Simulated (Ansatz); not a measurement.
Reaction (ligand exchange at the Al–C bond): `N/C=C/[CH2][AlH2]` + `N[SiH2][SiH3]` → `[AlH2][NH][SiH2][SiH3]` + `C/C=C/N`

Computed with Ansatz on PBE0-D4/def2-TZVP structures; ΔE is electronic, products minus reactants. CCSD(T)/CBS is the MP2 limit (def2-TZVPP, def2-QZVPP) plus CCSD(T) − MP2 in def2-TZVPP, frozen cores. This one scheme is used for every species. Double bonds are as drawn, so ΔE can hold a change between cis and trans. DFT in def2-TZVPP. Each species was taken in one conformer, which may not be the lowest.

`N/C=C/[CH2][AlH2]`:

```xyz
13

N    -1.382   -0.769   -1.588
C    -0.682    0.098   -0.783
C     0.633   -0.001   -0.463
C     1.373    0.957    0.411
Al    0.276    0.010    1.740
H    -0.962   -1.672   -1.741
H    -2.373   -0.822   -1.422
H    -1.240    0.985   -0.494
H     1.158   -0.902   -0.777
H     2.448    0.813    0.376
H     1.108    2.001    0.255
H     0.718   -1.411    2.294
H    -1.077    0.713    2.192
```

`N[SiH2][SiH3]`:

```xyz
10

N     1.249    0.936   -0.876
Si   -0.244    0.073   -0.842
Si   -0.563   -0.786    1.311
H     1.438    1.630   -0.171
H     1.644    1.212   -1.761
H    -0.144   -1.028   -1.839
H    -1.459    0.868   -1.210
H    -0.475    0.310    2.317
H     0.466   -1.807    1.647
H    -1.911   -1.409    1.424
```

`[AlH2][NH][SiH2][SiH3]`:

Cartesian coordinates in Å:
```
Al -0.924 1.331 -2.088
N -0.284 -0.064 -1.180
Si 0.936 -0.107 0.048
Si 0.104 -0.942 2.076
H -0.310 2.755 -1.784
H -2.073 1.050 -3.140
H -0.698 -0.964 -1.392
H 1.413 1.290 0.238
H 2.108 -0.940 -0.354
H 1.179 -1.050 3.101
H -0.478 -2.299 1.869
H -0.972 -0.060 2.607
```

`C/C=C/N`:

Z-matrix (Å, degrees):
```
C
C 1 1.491
H 1 1.095 2 111.8
H 1 1.093 2 111.1 3 120.3
H 1 1.096 2 111.9 3 -119.6
C 2 1.332 1 123.9 3 -122.5
H 2 1.089 1 117.3 3 58.7
N 6 1.389 2 126.6 1 -174.5
H 6 1.088 2 119.6 1 1.1
H 8 1.009 6 114.6 2 -16.9
H 8 1.007 6 114.7 2 -147.8
```

| species | PBE0 energy (Eh) |
| --- | --- |
| `N/C=C/[CH2][AlH2]` | -416.03116 |
| `N[SiH2][SiH3]` | -637.68960 |
| `[AlH2][NH][SiH2][SiH3]` | -880.63211 |
| `C/C=C/N` | -173.12073 |

(1) Work out ΔE.

Largest T1 diagnostic among the species: 0.013.

Answers

(1) ΔE = (-880.63211) + (-173.12073) − (-416.03116) − (-637.68960) = -0.03208 Eh = -84.2 kJ/mol. CCSD(T)/CBS gives -99.0 kJ/mol.

From PBE to PBE0 (25 % exact exchange), in def2-TZVPP and without D4, ΔE moves by −3.3 kJ/mol. In def2-TZVPP, CCSD(T) changes the Hartree–Fock value by +21.6 kJ/mol (the triples alone add +4.2 kJ/mol) and MP2 by +25.5 kJ/mol.
